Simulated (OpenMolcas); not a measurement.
C: effect of the level shift or regulariser

```yaml
Program: OpenMolcas 26.06
Basis: ANO-RCC-VQZP [5s4p3d2f1g]
Scalar_Hamiltonian: DKH2, point nucleus
Active_space: 2 electrons in 9 orbitals (RAS2 2p; RAS3 3s 3d, at most 1 electron)
State_averaging: 2S+1 = 3 even, 3 roots; 2S+1 = 1 even, 6 roots; 2S+1 = 3 odd, 3 roots; 2S+1 = 1 odd, 3 roots
Spin-orbit_coupling: RASSI with atomic mean-field integrals over the reference wave functions, term energies averaged over their components
```

Methods on the same reference wave functions:
A. RASSCF
B. SS-RASPT2, IPEA 0.25 Eh, imaginary shift 0.1 Eh (closed shells correlated: 1s 2s)
C. SS-RASPT2, IPEA 0.25 Eh, real shift 0.2 Eh (closed shells correlated: 1s 2s)

Energies in eV above 2s² 2p² ³P₀, the measured ground level; measured values from NIST Handbook of Basic Atomic Spectroscopic Data.

| Level | A | B | C | Measured |
| --- | --- | --- | --- | --- |
| 2s² 2p² ³P₀ | 0.0000 | 0.0000 | 0.0000 | 0.0000 |
| 2s² 2p² ³P₁ | 0.0019 | 0.0019 | 0.0019 | 0.0020 |
| 2s² 2p² ³P₂ | 0.0058 | 0.0058 | 0.0058 | 0.0054 |
| 2s² 2p² ¹D₂ | 1.5653 | 1.237 | 1.241 | 1.2637 |
| 2s² 2p² ¹S₀ | 3.8396 | 3.234 | 3.248 | 2.6840 |
| 2s² 2p 3s ³P°₀ | 8.6829 | 8.793 | 8.797 | 7.4804 |
| 2s² 2p 3s ³P°₁ | 8.6854 | 8.795 | 8.800 | 7.4828 |
| 2s² 2p 3s ³P°₂ | 8.6904 | 8.801 | 8.805 | 7.4878 |
| 2s² 2p 3s ¹P°₁ | 9.1238 | 9.209 | 9.213 | 7.6848 |

Deviations, from unrounded energies. A percentage is the sum of absolute deviations over the sum of measured energies, with the sign that they share, or ± where signs differ.

| Against measurement | Levels | A | B | C |
| --- | --- | --- | --- | --- |
| mean absolute deviation (cm-1) | 8 | 6600 | 6100 | 6100 |
| fine structure of the ground term (%) | 2 | ±7.0 | ±7.0 | ±7.0 |
| other terms of the ground configuration (%) | 2 | +36.9 | ±14.6 | ±14.8 |
| other configurations (%) | 4 | +16.7 | +18.1 | +18.2 |

B, C lie about equally close to measurement and A furthest from it. The largest miss of B in the table is 2s² 2p 3s ¹P°₁, by +12000 cm-1. The ranking rests on the paired levels alone, and a cruder setting can come out closer through cancelling errors.

Between B and C the level of the table that moves most is 2s² 2p² ¹S₀, by 110 cm-1 (lowest in B, highest in C). Moves below CASPT2's spread within the term are not significant.

The mean deviations of B to C differ by less than CASPT2's widest spread within a term (98 cm-1), so their order carries little weight.

From A to B the spin-free energies of the other terms of 2s² 2p² shown, above ³P, scale by factors of 0.79 to 0.84.

The lowest spin-free term lies below A's lowest term by 0.091 hartree in B, 0.090 hartree in C.

CASPT2 breaks the degeneracy within a term, and the mean is taken; among the terms shown or strongly mixed into the levels shown the widest spread is 98 cm-1 (2s² 2p² ¹D, B). ANO sets are built for valence states and can reach diffuse excited orbitals poorly. With the s shell closed, the reference lacks s² → p² mixing. No level of 2s² 2p 3d was computed, though it lies in the active space. Without dynamic correlation excited terms often stand tens of per cent too high (terms of higher spin than the ground term too low), and those without a measured partner can miss by more than the paired ones (holds for A). Some terms miss by over 15 % even with CASPT2, which points to a basis or an active space too small for the shells correlated (holds for B; C). Computed and measured levels are paired by configuration, term and J; levels that our copy of the source lacks, or whose pairing is in doubt (as where it misses far off the trend of its configuration), stay unpaired and out of the deviations. Levels of configurations outside the active space are missing.

° marks odd parity.
